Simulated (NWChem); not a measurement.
**Correlation energy of BeCl$_{2}$**

```
Be
Cl 1 1.8144
Cl 1 1.8144 2 180.00
```
Charge 0, spin multiplicity 1.

All runs are NWChem calculations. Structure: optimised with PBE/def2-SVP, a minimum by its harmonic frequencies.

Basis set: def2-SVP. Each correlation energy counts from its own Hartree-Fock reference.

```csv
method,correlation energy (mHa),difference from CCSD(T)
MP2,-287.3,+30.7
SCS-MP2,-277.8,+40.2
CCSD,-312.3,+5.7
CCSD+T(CCSD),-318.2,-0.2
CCSD(T),-318.0,0.0
CR-CCSD[T],-317.2,+0.9
CR-CCSD(T),-317.0,+1.0
```

The values span 40.4 mHa, from CCSD+T(CCSD) (lowest) to SCS-MP2 (highest). 

The correlated methods keep 11 core orbitals frozen. The structure started from a generated list of species. No row is a measurement; the coupled-cluster row has its own basis-set and correlation limits.
